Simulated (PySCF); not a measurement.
One of the candidates below gave these computed data.

All candidates are C6H8FN.

| technique | computed result |
| --- | --- |
| Dipole | 1.81 D [PBE0/pcSseg-1] |
| NMR, other nuclei | isotropic shieldings of nuclei other than C and H, by class: -89 (1 N), 261 (1 F) ppm [GIAO PBE0/pcSseg-1] |
| 13C NMR | chemical shifts (computed TMS as zero) by class: 179.0 (1 C), 167.7 (1 C), 133.1 (1 C), 131.2 (1 C), 122.6 (1 C), 19.4 (1 C) ppm [GIAO PBE0/pcSseg-1] |
| 1H NMR | chemical shifts (computed TMS as zero) by class: 11.09 (1 H), 9.23 (1 H), 7.91 (1 H), 6.23 (1 H), 5.91 (1 H), 2.43 (3 H) ppm [GIAO PBE0/pcSseg-1] |
| Rotational structure | rotational constants A, B, C: 3.066, 1.611, 1.067 GHz [GFN2-xTB] |

Gas-phase values; electronic properties from PySCF, density fitting. Levels stand in brackets. Isolated species at its GFN2-xTB geometry (one conformer only). NMR values are class means; diastereotopic atoms form classes of their own.

Task: Which candidate is it?
A. `[H]/N=C/C(C=C)=C(/C)F`
B. `C=C=C/C(=C\F)CN`
C. `[H]/N=C1/C(F)=CC[C@@H]1C`

Result: A. It is `[H]/N=C/C(C=C)=C(/C)F`. Numbering: `[H]/[N:5]=[CH:4]/[C:3]([CH:2]=[CH2:1])=[C:6](/[CH3:7])[F:8]`. Its formula, C6H8FN, gives 3 degrees of unsaturation: 0 rings and 3 π bonds in the structure found. 6 carbons fall into 6 classes; from least to most shielded: vinylic C–F carbon [C6] (179.0 ppm), imine carbon [C4] (167.7 ppm), terminal =CH2 carbon [C1] (133.1 ppm), alkene CH carbon [C2] (131.2 ppm), fully substituted alkene carbon [C3] (122.6 ppm), allylic carbon [C7] (19.4 ppm). Hydrogen classes from least to most shielded: 1 H on an imine nitrogen, N5 (11.09 ppm), 1 H on an imine carbon, C4 (9.23 ppm), 1 H on a terminal =CH2 carbon, C1 (7.91 ppm), 1 H on an alkene CH carbon, C2 (6.23 ppm), 1 H on a terminal =CH2 carbon, C1 (5.91 ppm), 3 H on an allylic carbon, C7 (2.43 ppm). The other shieldings belong to: -89 ppm, imine nitrogen [N5]; 261 ppm, vinyl fluorine [F8]. The optimised geometry has point group C1 and is an asymmetric top.

The others, at the same levels:
- `C=C=C/C(=C\F)CN` fails: its computed 13C shifts are 222.1 (1 C), 153.5 (1 C), 127.8 (1 C), 91.1 (1 C), 82.6 (1 C), 46.3 (1 C) ppm, 1H shifts are 6.66 (1 H), 6.57 (1 H), 5.30 (2 H), 3.54 (2 H), 0.48 (2 H) ppm and rotational constant A is 2.432 GHz (against 3.066 GHz).
- `[H]/N=C1/C(F)=CC[C@@H]1C` fails: its computed 13C shifts are 182.4 (1 C), 171.2 (1 C), 133.0 (1 C), 39.2 (1 C), 34.6 (1 C), 22.3 (1 C) ppm, 1H shifts are 10.69 (1 H), 6.37 (1 H), 2.75 (1 H), 2.21 (1 H), 1.94 (1 H), 1.06 (3 H) ppm and smallest rotational constant is 1.322 GHz (against 1.067 GHz).

Each candidate is one conformer, not necessarily the lowest. Dipoles, sizes and rotational constants follow the conformer. The torsions of the flexible species, by atom-mapped SMILES:
- `[H]/[N:5]=[CH:4]/[C:3]([CH:2]=[CH2:1])=[C:6](/[CH3:7])[F:8]`: C1–C2–C3–C4 14°, C2–C3–C4–N5 4°
- `[CH2:1]=[C:2]=[CH:3]/[C:4](=[CH:5]\[F:6])[CH2:7][NH2:8]`: C2–C3–C4–C5 179°, C3–C4–C7–N8 180°, H–N8–C7–C4 60°, H–N8–C7–C4 -61°
